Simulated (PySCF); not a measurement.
# AsPb⁺ from Hartree–Fock to correlated methods

State: ³Σ⁻ (triplet), unpaired electrons π ↑↑. Set-up: PySCF, scalar-relativistic core potentials, basis sets As cc-pVDZ-PP with ECP10, Pb cc-pVDZ-PP with ECP60. De refers to As + Pb⁺ in their high-spin ground configurations, without counterpoise correction. The functionals are run spin-unrestricted. A positive dipole points towards Pb; it is taken about the centre of mass and depends on that origin. Levels whose curve was spin-contaminated or gave no clean fit are not listed.

```json
{"Level": "UHF", "Re (Å)": "2.728", "ωe (cm⁻¹)": "180", "De (eV)": "n/a", "μ (D)": "1.88"}
{"Level": "UHF-MP2", "Re (Å)": "2.697", "ωe (cm⁻¹)": "213", "De (eV)": "n/a", "μ (D)": "n/a"}
{"Level": "UHF-CCSD", "Re (Å)": "2.734", "ωe (cm⁻¹)": "187", "De (eV)": "n/a", "μ (D)": "n/a"}
{"Level": "UHF-CCSD(T)", "Re (Å)": "2.738", "ωe (cm⁻¹)": "188", "De (eV)": "n/a", "μ (D)": "n/a"}
{"Level": "LDA", "Re (Å)": "2.685", "ωe (cm⁻¹)": "205", "De (eV)": "n/a", "μ (D)": "0.13"}
{"Level": "PBE", "Re (Å)": "2.733", "ωe (cm⁻¹)": "194", "De (eV)": "n/a", "μ (D)": "0.49"}
{"Level": "PW91", "Re (Å)": "2.731", "ωe (cm⁻¹)": "194", "De (eV)": "n/a", "μ (D)": "0.44"}
{"Level": "r²SCAN", "Re (Å)": "2.705", "ωe (cm⁻¹)": "201", "De (eV)": "n/a", "μ (D)": "0.85"}
{"Level": "PBE0", "Re (Å)": "2.697", "ωe (cm⁻¹)": "203", "De (eV)": "n/a", "μ (D)": "0.90"}
{"Level": "M06-2X", "Re (Å)": "2.703", "ωe (cm⁻¹)": "203", "De (eV)": "n/a", "μ (D)": "1.36"}
{"Level": "ωB97X", "Re (Å)": "2.673", "ωe (cm⁻¹)": "210", "De (eV)": "n/a", "μ (D)": "1.15"}
```

The bond length runs from 2.673 Å (ωB97X) to 2.738 Å (UHF-CCSD(T)).

Correlated steps freeze 8 core orbitals. Spin–orbit coupling is left out, which matters for elements this heavy, above all for dissociation energies. The state was picked by a PBE0 search and need not be the measured ground state.
